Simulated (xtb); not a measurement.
C$_{4}$H$_{10}$O, charge +1, doublet, from a rough starting geometry (a state made from the parent by changing its charge; the spin is typed, not shown lowest); xtb with GFN2-xTB.

Input for xtb:
```
$ xtb mol.xyz --gfn 2 --chrg 1 --uhf 1 --opt vtight --json

# file mol.xyz
15

C     -2.20507885    -0.07703250     0.21921607
C     -0.85845511    -0.06437100    -0.48905629
C      0.30617460     0.00254574     0.41862108
C      1.63193388     0.07067368    -0.29510288
O      2.68603660     0.11898854     0.62706587
H     -2.21227970    -1.00255053     0.82693199
H     -3.03985510    -0.16322037    -0.54146987
H     -2.30106367     0.81274501     0.85357422
H     -0.81188775     0.85080915    -1.10228174
H     -0.77276274    -0.91257698    -1.17324388
H      0.22609199     0.92435315     1.08962915
H      0.32729260    -0.85438613     1.11167834
H      1.70289536     0.92733422    -0.96677217
H      1.76124449    -0.82677614    -0.97414513
H      3.54663488     0.19155239     0.20639872
```

What does xtb print? Leave out banner, timings and long lists.


```
   ID    Z sym.   atoms
    1    6 C      1-4
    2    8 O      5
    3    1 H      6-15

           -------------------------------------------------
          |                Calculation Setup                |
           -------------------------------------------------

           -------------------------------------------------
          |                 G F N 2 - x T B                 |
           -------------------------------------------------

          ...................................................
          :                      SETUP                      :
          :.................................................:
          :  # basis functions                  30          :
          :  # atomic orbitals                  30          :
          :  # shells                           20          :
          :  # electrons                        31          :
          :  max. iterations                   250          :
          :  Hamiltonian                  GFN2-xTB          :
          :  restarted?                      false          :
          :  GBSA solvation                  false          :
          :  PC potential                    false          :
          :  electronic temp.          300.0000000     K    :
          :  accuracy                    1.0000000          :
          :  -> integral cutoff          0.2500000E+02      :
          :  -> integral neglect         0.1000000E-07      :
          :  -> SCF convergence          0.1000000E-05 Eh   :
          :  -> wf. convergence          0.1000000E-03 e    :
          :  Broyden damping             0.4000000          :
          :  net charge                          1          :
          :  unpaired electrons                  1          :
          ...................................................

 iter      E             dE          RMSdq      gap      omega  full diag
   1    -17.3533200 -0.173533E+02  0.288E+00   11.94       0.0  T
   2    -17.3251406  0.281795E-01  0.293E+00   11.06       1.0  T
   3    -17.3946668 -0.695263E-01  0.144E+00   11.92       1.0  T
   4    -17.3469746  0.476922E-01  0.183E+00   11.72       1.0  T
   5    -17.3786628 -0.316882E-01  0.110E+00   11.95       1.0  T
   6    -17.3887592 -0.100964E-01  0.101E+00   11.88       1.0  T
   7    -17.4049424 -0.161832E-01  0.364E-01   11.95       1.0  T
   8    -17.4056539 -0.711460E-03  0.246E-01   11.96       1.0  T
   9    -17.4050147  0.639174E-03  0.270E-01   11.99       1.0  T
  10    -17.4063096 -0.129492E-02  0.114E-01   11.98       1.0  T
  11    -17.4064300 -0.120431E-03  0.882E-02   11.98       1.0  T
  12    -17.4065757 -0.145615E-03  0.315E-02   11.98       1.0  T
  13    -17.4065973 -0.216048E-04  0.155E-03   11.98      16.6  T
  14    -17.4065973 -0.382761E-07  0.272E-04   11.98      95.0  T
  15    -17.4065973  0.195944E-07  0.959E-04   11.98      26.9  T

   *** convergence criteria satisfied after 15 iterations ***

         :::::::::::::::::::::::::::::::::::::::::::::::::::::
         ::                     SUMMARY                     ::
         :::::::::::::::::::::::::::::::::::::::::::::::::::::
         :: total energy             -17.203390789172 Eh    ::
         :: gradient norm              0.064774270534 Eh/a0 ::
         :: HOMO-LUMO gap             11.980403823187 eV    ::
         ::.................................................::
         :: SCC energy               -17.406597546932 Eh    ::
         :: -> isotropic ES            0.103320306049 Eh    ::
         :: -> anisotropic ES         -0.009771818812 Eh    ::
         :: -> anisotropic XC          0.008976207334 Eh    ::
         :: -> dispersion             -0.005547044228 Eh    ::
         :: repulsion energy           0.203206757760 Eh    ::
         :: add. restraining           0.000000000000 Eh    ::
         :: total charge               1.000000000000 e     ::
         :::::::::::::::::::::::::::::::::::::::::::::::::::::

      -----------------------------------------------------------
     |                   =====================                   |
     |                        A N C O P T                        |
     |                   =====================                   |
     |               Approximate Normal Coordinate               |
     |                Rational Function Optimizer                |
      -----------------------------------------------------------
      -----------------------------------------------------------
     |                   =====================                   |
     |                        A N C O P T                        |
     |                   =====================                   |
     |               Approximate Normal Coordinate               |
     |                Rational Function Optimizer                |
      -----------------------------------------------------------

          ...................................................
          :                      SETUP                      :
          :.................................................:
          :   optimization level         verytight          :
          :   max. optcycles                   300          :
          :   ANC micro-cycles                  20          :
          :   degrees of freedom                39          :
          :.................................................:
          :   RF solver                   davidson          :
          :   write xtbopt.log                true          :
          :   linear?                        false          :
          :   energy convergence         0.1000000E-06 Eh   :
          :   grad. convergence          0.2000000E-03 Eh/α :
          :   maxmium RF displ.          1.0000000          :
          :   Hlow (freq-cutoff)         0.1000000E-01      :
          :   Hmax (freq-cutoff)         5.0000000          :
          :   S6 in model hess.         20.0000000          :
[...]
 * total energy  :   -17.2128172 Eh     change       -0.1165466E-03 Eh
 * total energy  :   -17.2128255 Eh     change       -0.8238562E-05 Eh
 * total energy  :   -17.2128310 Eh     change       -0.5510291E-05 Eh
 * total energy  :   -17.2128357 Eh     change       -0.4706786E-05 Eh
 * total energy  :   -17.2128374 Eh     change       -0.1680229E-05 Eh
 * total energy  :   -17.2128386 Eh     change       -0.1198133E-05 Eh
 * total energy  :   -17.2128390 Eh     change       -0.4356150E-06 Eh
 * total energy  :   -17.2128392 Eh     change       -0.2146385E-06 Eh
 * total energy  :   -17.2128394 Eh     change       -0.2145254E-06 Eh
 * total energy  :   -17.2128396 Eh     change       -0.1988773E-06 Eh
 * total energy  :   -17.2128397 Eh     change       -0.1210536E-06 Eh
 * total energy  :   -17.2128398 Eh     change       -0.5967087E-07 Eh
   *** GEOMETRY OPTIMIZATION CONVERGED AFTER 100 ITERATIONS ***
         :: total energy             -17.212839799885 Eh    ::
[...]
         :: total charge               1.000000000000 e     ::
         :::::::::::::::::::::::::::::::::::::::::::::::::::::

           -------------------------------------------------
          |                Property Printout                |
           -------------------------------------------------

    * Orbital Energies and Occupations

         #    Occupation            Energy/Eh            Energy/eV
      -------------------------------------------------------------
         1        2.0000           -0.9015514             -24.5325
       ...           ...                  ...                  ...
         4        2.0000           -0.7824251             -21.2909
         5        2.0000           -0.7782793             -21.1781
         6        2.0000           -0.7580909             -20.6287
         7        2.0000           -0.7308486             -19.8874
         8        2.0000           -0.7211800             -19.6243
         9        2.0000           -0.7009946             -19.0750
        10        2.0000           -0.6765975             -18.4112
        11        2.0000           -0.6705458             -18.2465
        12        2.0000           -0.6463515             -17.5881
        13        2.0000           -0.6405156             -17.4293
        14        2.0000           -0.6278498             -17.0847
        15        1.9954           -0.6136016             -16.6970
        16        1.0046           -0.6033760             -16.4187 (HOMO)
        17                         -0.1404253              -3.8212 (LUMO)
        18                         -0.1170684              -3.1856
        19                         -0.0884468              -2.4068
        20                         -0.0696786              -1.8961
        21                         -0.0544007              -1.4803
        22                         -0.0323369              -0.8799
        23                         -0.0214485              -0.5836
        24                          0.0059946               0.1631
        25                          0.0211539               0.5756
        26                          0.0271832               0.7397
        27                          0.0549657               1.4957
       ...                                ...                  ...
        30                          0.1197913               3.2597
      -------------------------------------------------------------
                  HL-Gap            0.4629507 Eh           12.5975 eV
             Fermi-level           -0.4901947 Eh          -13.3389 eV

     #   Z          covCN         q      C6AA      α(0)
     1   6 C        3.752    -0.122    22.892     6.823
     2   6 C        3.802    -0.047    21.418     6.589
     3   6 C        3.802    -0.075    21.923     6.666
     4   6 C        3.678     0.073    19.578     6.339
     5   8 O        1.658    -0.308    19.142     5.906
     6   1 H        0.924     0.143     1.439     1.876
     7   1 H        0.924     0.132     1.517     1.926
     8   1 H        0.925     0.105     1.736     2.061
     9   1 H        0.922     0.166     1.291     1.777
    10   1 H        0.924     0.106     1.730     2.057
    11   1 H        0.925     0.111     1.684     2.029
    12   1 H        0.924     0.114     1.663     2.016
    13   1 H        0.922     0.105     1.743     2.065
    14   1 H        0.922     0.147     1.410     1.857
    15   1 H        0.804     0.348     0.593     1.209

 Mol. C6AA /au·bohr⁶  :       1216.983303
 Mol. C8AA /au·bohr⁸  :      25890.598758
 Mol. α(0) /au        :         51.196999

Wiberg/Mayer (AO) data.
largest (>0.10) Wiberg bond orders for each atom

 ---------------------------------------------------------------------------
     #   Z sym  total        # sym  WBO       # sym  WBO       # sym  WBO
 ---------------------------------------------------------------------------
     1   6 C    3.974 --     2 C    1.092     8 H    0.960     7 H    0.904
                             6 H    0.875
     2   6 C    3.961 --     1 C    1.092     3 C    0.948    10 H    0.932
                             9 H    0.834
     3   6 C    3.975 --     4 C    1.023    11 H    0.962     2 C    0.948
                            12 H    0.925
     4   6 C    3.940 --     5 O    1.074     3 C    1.023    13 H    0.904
                            14 H    0.844
     5   8 O    2.230 --     4 C    1.074    15 H    0.862
     6   1 H    0.974 --     1 C    0.875
     7   1 H    0.974 --     1 C    0.904
     8   1 H    0.988 --     1 C    0.960
     9   1 H    0.964 --     2 C    0.834
    10   1 H    0.987 --     2 C    0.932
    11   1 H    0.987 --     3 C    0.962
    12   1 H    0.986 --     3 C    0.925
    13   1 H    0.987 --     4 C    0.904
    14   1 H    0.963 --     4 C    0.844
    15   1 H    0.879 --     5 O    0.862
 ---------------------------------------------------------------------------

Topologies differ in total number of bonds
Writing topology from bond orders to xtbtopo.mol

molecular dipole:
                 x           y           z       tot (Debye)
 q only:        0.469      -0.171      -0.330
   full:        0.720      -0.270      -0.483       2.307
molecular quadrupole (traceless):
                xx          xy          yy          xz          yz          zz
 q only:       13.973       0.442      -6.953      -2.431      -1.846      -7.020
  q+dip:       14.976       0.459      -8.196      -2.896      -1.696      -6.780
   full:       15.318       0.382      -8.012      -2.983      -2.017      -7.306

optimized geometry written to: xtbopt.xyz

           -------------------------------------------------
          | TOTAL ENERGY              -17.212839799885 Eh   |
          | GRADIENT NORM               0.000052224950 Eh/α |
          | HOMO-LUMO GAP              12.597530390543 eV   |
           -------------------------------------------------

normal termination of xtb
```
